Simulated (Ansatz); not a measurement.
`N[SiH2][InH][F]` + H₂O → `O[SiH2][InH][F]` + NH₃  (formal hydrolysis of the Si–N bond)

Isolated molecules relaxed with PBE0-D4/def2-TZVP in Ansatz; ΔE leaves out vibrations. CCSD(T)/CBS is the MP2 limit (def2-TZVPP, def2-QZVPP) plus CCSD(T) − MP2 in def2-TZVPP, frozen cores. This one scheme is used for every species. Functionals use def2-TZVPP. Elements past krypton have def2 core potentials. For In outer-core shells are correlated without core-valence functions, which leaves a few kJ/mol of doubt a bond. One conformer a species, not always the lowest.

(1) Is it downhill or uphill in electronic energy at CCSD(T)/CBS, and by how much? (Best estimate.)

(2) What do these levels give: PBE-D4, BLYP-D4, PBE0-D4, revPBE, r2SCAN, r2SCANh, r2SCAN0, BHLYP, CAM-B3LYP, HF/def2-TZVPP, MP2/def2-TZVPP, SCS-MP2/def2-QZVPP? (Estimate.)

(3) What do rigid-rotor, harmonic-oscillator terms from PBE0-D4/def2-TZVP frequencies (298.15 K, 1 bar) make of the CCSD(T)/CBS value? (Estimate.)

Largest T1 diagnostic among the species: 0.015.

## Answers

(1) Computed: Downhill: ΔE = -9.7 kcal/mol.

(2) The calculation gave: PBE-D4 -10.6, BLYP-D4 -11.5, PBE0-D4 -9.8, revPBE -10.8, r2SCAN -11.7, r2SCANh -11.3, r2SCAN0 -10.8, BHLYP -11.0, CAM-B3LYP -11.3, HF/def2-TZVPP -10.2, MP2/def2-TZVPP -10.1, SCS-MP2/def2-QZVPP -10.0 kcal/mol.

(3) Ansatz gave: ΔZPE = +1.2 kcal/mol, ΔH = -9.1 kcal/mol, ΔS = -14 J/(mol·K), ΔG = -8.1 kcal/mol. Modes under 50 cm⁻¹ make the entropy rough.

Leaving LDA and LC-ωPBE aside and taking each functional with its dispersion term where it has one, the values, not all of them listed here, spread over 2.1 kcal/mol, from B97M-V to PBE0-D4. From r2SCAN to r2SCAN0 (25 % exact exchange), in def2-TZVPP and without D4, ΔE moves by +0.9 kcal/mol.
